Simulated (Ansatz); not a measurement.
Ansatz (an electronic-structure program) input:

Ansatz 0.2 input:
```yaml
crystal:
  periodic: [false, false, false]
  atoms:
    - {symbol: La, position_ang: [0.11213516, -0.10382619, 0.13943603]}
    - {symbol: O, position_ang: [1.06146195, 0.53346700, -1.54983025]}
    - {symbol: O, position_ang: [-1.86042500, 0.20629463, 0.55634853]}
basis:
  gaussian:
    orbitals: def2-TZVPD
hamiltonian:
  xc: {name: B3LYP}
total_charge: 1
magnetization: {spin_polarized: true, initial_magnetization: 2}
```

Q: Which total energy does the run end on?

A: -181.77907 Eh (B3LYP/def2-TZVPD). The basis has 123 functions.

This state (charge 1, triplet) is run at the relaxed geometry of the species with charge 0 and multiplicity 2.
